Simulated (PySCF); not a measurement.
Computed spin Hamiltonian

C5H8ClF2 (doublet state).
Structure used (GFN2-xTB), in Å, numbered top down from 1:
```xyz
16
C5H8ClF2 angstrom
C      2.211    1.274    0.537
C      1.369    0.105    0.222
C     -0.036    0.203   -0.001
Cl    -0.884    0.263    1.761
C     -0.681   -0.969   -0.713
C     -2.171   -0.759   -0.937
F     -2.383    0.275   -1.790
F     -2.714   -1.849   -1.530
H      2.458    1.292    1.603
H      3.160    1.217    0.001
H      1.707    2.205    0.288
H      1.805   -0.875    0.337
H     -0.359    1.165   -0.398
H     -0.210   -1.089   -1.693
H     -0.545   -1.890   -0.145
H     -2.733   -0.557   -0.014
```

The hyperfine couplings belong to this conformer and change with its torsions.

Identity: `C[CH][C@H](Cl)CC(F)F` [radical].

Method used: UKS B3LYP, pcH-1 on C Cl F H, non-relativistic, mean-field spin-orbit, GIAO (PySCF 2.14.0). One conformer (not necessarily the lowest) at the GFN2-xTB geometry, without solvent, vibrations or thermal averaging. Couplings are sensitive to structure, and on GFN2-xTB geometries they can be far from those on DFT ones. The SCF solution wasn't tested for stability.

```
g1, g2, g3                      : 2.00219, 2.00250, 2.00764
g_iso                           : 2.00411
Form of g                       : close to axial: the two nearest values differ by 6 % of g3 − g1
⟨S²⟩                            : 0.7559 (exact 0.7500)
α and β electrons               : 37, 36
HOMO–LUMO gap, α and β orbitals : 6.14, 5.20 eV
```

Isotropic coupling and dipolar principal values T1 to T3, in MHz; ρ(0) is the spin density at the nucleus:

```csv
atom,isotope,a_iso,of which spin–orbit,T1,T2,T3,Mulliken spin population,ρ(0) (bohr⁻³)
C1,13C,-28.0,0.0,-2.6,0.6,2.1,-0.07,-0.0249
C2,13C,79.0,0.0,-72.3,-71.5,143.7,0.88,0.0703
C3,13C,5.9,-0.1,-3.9,-0.4,4.3,-0.06,0.0053
Cl4,35Cl,53.1,1.5,-38.4,-36.8,75.3,0.19,0.1178
C5,13C,8.8,0.0,-1.6,-0.9,2.5,0.00,0.0078
C6,13C,1.5,0.0,-0.5,-0.4,0.8,0.00,0.0013
F7,19F,1.6,0.0,-1.4,-0.4,1.9,0.00,0.0004
F8,19F,1.0,0.1,-1.8,-1.6,3.4,0.00,0.0002
H9,1H,126.8,0.0,-4.8,-2.8,7.6,0.05,0.0284
H10,1H,73.4,0.0,-4.8,-3.9,8.6,0.03,0.0164
H11,1H,7.2,0.0,-4.3,-3.4,7.7,0.00,0.0016
H12,1H,-52.5,0.0,-33.4,-1.7,35.1,-0.04,-0.0117
H13,1H,19.2,0.0,-6.4,-2.1,8.5,0.01,0.0043
H14,1H,1.0,0.0,-3.9,-2.1,6.0,0.00,0.0002
H15,1H,-1.6,0.0,-2.7,-2.0,4.7,0.00,-0.0004
H16,1H,0.8,0.0,-1.5,-0.7,2.1,0.00,0.0002
```

Largest spin populations (Mulliken): C2 (+0.88), Cl4 (+0.19) and C1 (-0.07). The positive populations add up to 1.17 and the negative ones to -0.17, together 2S = 1. The angles at C2 add up to 359.1°, so it is planar; its axial dipolar tensor and the negative coupling of its proton fit spin in a p orbital normal to that plane.

Under fast tumbling the dipolar parts average out, and these isotropic splittings remain (the largest six): 3 × 1H (H9/H10/H11, I = 1/2, 4 lines) with 2.47 mT, 1 × 35Cl (Cl4, I = 3/2, 4 lines) with 1.89 mT, 1 × 1H (H12, I = 1/2, 2 lines) with 1.87 mT, 1 × 1H (H13, I = 1/2, 2 lines) with 0.68 mT, 1 × 1H (H15, I = 1/2, 2 lines) with 0.06 mT and 1 × 19F (F7, I = 1/2, 2 lines) with 0.06 mT.

Means are taken over nuclei equivalent by connectivity, which assumes that they swap fast. The three 1H nuclei of mean +69.1 MHz run from 7.2 to 126.8 MHz in the frozen geometry.

Main isotope only: 35Cl (natural samples also hold 24 % 37Cl, magnetic too, which adds its own pattern).

The 13C coupling of C2 (79.0 MHz) shows only in satellite lines or after enrichment, since that isotope makes up about 1.07 % of natural carbon.

Examples of negative spin density at the nucleus (bohr⁻³): C1 (-0.0249) and H12 (-0.0117).
